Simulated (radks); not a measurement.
Coulomb parameter of the 4f shell of neutral holmium in the model configuration [Xe] 4f9 6s2 6p2, as a second difference U = [E(n + 0.25) + E(n - 0.25) - 2 E(n)] / (0.25)^2 with all orbitals relaxed. "Bare": the charge of the atom changes with n. "Screened": the 6p shell takes up the change at fixed total charge, which measures U(4f,4f) + U(6p,6p) - 2 U(4f,6p). All-electron calculation, scalar-relativistic Kohn-Sham, PBE, spin-unpolarised, spherical densities, finite nucleus; Fermi nuclear charge, rms radius 5.2022 fm. Program: a radial shooting solver on a logarithmic mesh with Libxc functionals.

| case | configuration | E - E(n) (eV) |
|---|---|---|
| start | [Xe] 4f9 6s2 6p2 | 0.000 |
| bare +0.25 | [Xe] 4f9.25 6s2 6p2 | -5.356 |
| bare -0.25 | [Xe] 4f8.75 6s2 6p2 | 6.406 |
| screened +0.25 | [Xe] 4f9.25 6s2 6p1.75 | -4.769 |
| screened -0.25 | [Xe] 4f8.75 6s2 6p2.25 | 5.428 |

U(bare) = 16.808 eV, U(screened by 6p) = 10.543 eV, against the Slater integral F0(4f,4f) = 33.668 eV with frozen orbitals. The step up makes a negative ion, whose loosely bound charge lowers the bare value.
